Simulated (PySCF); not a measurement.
TDDFT excited states: C6H5ClOS

Compound: C6H5ClOS.
SMILES: `Cc1ccc(C(=O)Cl)s1`

Computed with TDDFT PBE0/def2-SVPD, vertical, gas phase, core orbitals frozen in the response (PySCF 2.14.0, density-fitted response routines). Isolated species at its GFN2-xTB geometry (one conformer only). Torsions of this conformer, `[CH3:1][c:2]1[cH:3][cH:4][c:5]([C:6](=[O:7])[Cl:8])[s:9]1`: C4–C5–C6–O7 180°.

Problem. Predict the UV-vis stick spectrum at this level.

Solution. 

```tsv
state	E (eV)	λ (nm)	ν̃ (cm⁻¹)	f	symmetry	main configurations (H = HOMO, L = LUMO)
S1	4.50	275.4	36310	0.0001	–	H-2→L (94%)
S2	4.56	271.9	36770	0.337	A′	H→L (90%)
S3	4.84	256.3	39020	0.053	A′	H-1→L (90%)
S4	5.58	222.2	45000	0.0003	–	H-4→L (96%)
S5	5.89	210.6	47490	0.018	A′	H-3→L (93%)
S6	6.06	204.5	48910	0.0000	–	H→L+1 (93%)
S7	6.41	193.4	51700	0.0003	–	H-1→L+1 (88%)
S8	6.67	186.0	53760	0.0016	–	H-5→L (96%)
```

Triplets (Tamm–Dancoff): T1 2.98 eV, H→L (95%); T2 3.75 eV, H-1→L (96%); T3 4.12 eV, H-2→L (89%).

The lowest singlet lies at 4.50 eV (275 nm, ultraviolet) and is dark (f under 0.0005); its leading configuration is HOMO-2→LUMO (94%). The most intense listed level is S2 at 4.56 eV (272 nm, f = 0.337), 0.06 eV above S1. Löwdin shares by element: HOMO carbon 71% or more (atoms not listed hold the other 29%); LUMO carbon 47% or more, oxygen 15% (atoms not listed hold the other 38%). Weighted by f, the mean energy of these states is 4.66 eV. Of the 8 states listed, 3 reach f = 0.01 and 4 stay under 0.0005. The oscillator strengths of these states sum to 0.410; summed over the whole spectrum of an exact calculation they would give the number of electrons, 82 (Thomas–Reiche–Kuhn). Symmetry labels in Cs follow from the direction of the transition dipole and are given only for states with f of 0.002 or more. Singlets were solved by full linear response, triplets in the Tamm–Dancoff approximation.
